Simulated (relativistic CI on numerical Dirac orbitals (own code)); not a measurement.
## Cr²⁺: 3s photoemission

Computed with this model: Dirac-Coulomb-Breit CI, separate exchange-only KLI orbitals for each configuration, a model potential for QED, valence Slater integrals scaled by 0.9, multiplet model of photoemission in the sudden approximation; configurations [Ar] 3d4 → [Ne] 3s 3p6 3d4; 300 K; Lorentzian 1.5 eV and Gaussian 0.6 eV FWHM. Energies are those of the free ion, without screening or charge transfer. The energies are binding energies and can lie tens of eV above those of solids. Without intra-shell correlation the exchange splitting of an s hole comes out too large, often by half or more. S is read from ⟨S²⟩ = S(S + 1).

free ion: ground-state S = 2.00, centroid 110.10 eV. Peaks (eV, height): 106.2 (100), 116.2 (67).

Strongest unbroadened transitions for free ion:

```tsv
Energy (eV)	Relative strength
106.08	1.4
106.09	31.8
106.10	76.7
106.11	100.0
110.81	0.0
110.86	0.0
116.10	67.7
116.11	55.8
116.13	12.2
116.14	3.7
116.83	0.1
116.84	0.1
116.91	0.1
116.92	0.0
116.93	0.1
116.94	0.0
```
